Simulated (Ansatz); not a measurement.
H₇O₇Si₂ (SMILES O[Si](O)(O)O[Si](O)(O)[OH2+]), charge +1, singlet, geometry from GFN2-xTB; Ansatz (an electronic-structure program) with B3LYP/6-31G.

The Ansatz input:
Ansatz 0.2 input:
```yaml
crystal:
  periodic: [false, false, false]
  atoms:
    - {symbol: O, position_ang: [2.32323349, -1.30764203, 0.95404659]}
    - {symbol: Si, position_ang: [1.38334986, -0.65676184, -0.16542089]}
    - {symbol: O, position_ang: [0.34257236, -1.84702792, -0.63738045]}
    - {symbol: O, position_ang: [2.02880251, 0.12333115, -1.40362722]}
    - {symbol: O, position_ang: [0.35210977, 0.44725313, 0.48883484]}
    - {symbol: Si, position_ang: [-1.16765241, 0.89347138, 0.30242568]}
    - {symbol: O, position_ang: [-1.58836525, 1.73026201, -0.98348883]}
    - {symbol: O, position_ang: [-1.88446038, 1.35800113, 1.63817018]}
    - {symbol: O, position_ang: [-1.88532100, -0.67454895, -0.18672301]}
    - {symbol: H, position_ang: [2.93788959, -0.81676794, 1.49357216]}
    - {symbol: H, position_ang: [0.61688563, -2.76141697, -0.57279697]}
    - {symbol: H, position_ang: [2.76468592, -0.17530609, -1.93227143]}
    - {symbol: H, position_ang: [-1.47187982, 2.67111842, -1.09705735]}
    - {symbol: H, position_ang: [-1.67161406, 1.08579689, 2.52953035]}
    - {symbol: H, position_ang: [-2.57896270, -0.65159199, -0.86064290]}
    - {symbol: H, position_ang: [-1.12534106, -1.30279391, -0.43705733]}
basis:
  gaussian:
    orbitals: 6-31G
    fitting: {mean_field: cc-pVTZ-JKFIT}
hamiltonian:
  xc: b3lyp
total_charge: 1
```

The log (banner, timings and long lists left out):

```
Functional definition: B3LYP
1005 factors; integrals over basis functions are off by at most 2.7e-3 eV
mean field evaluation 1: about -30158.1059 eV, gradient 1.4e2 eV
mean field evaluation 2: about -30123.4057 eV, gradient 2.0e2 eV
mean field evaluation 4: about -30191.9805 eV, gradient 8.4e0 eV
mean field evaluation 8: about -30192.0917 eV, gradient 3.6e-2 eV
mean field -30192.09174348 eV, -1109.5389066381 hartree, gradient 3.9e-5 eV, S^2 0.000000; 0 other end points of the search recorded, 0 dependent functions left out
reference -30192.09201831 eV, -1109.5389167377 hartree; 45, 45 occupied and 58, 58 virtual orbitals, 1005 factors
Total energy: -30192.09201831 eV, -1109.5389167377 hartree
```
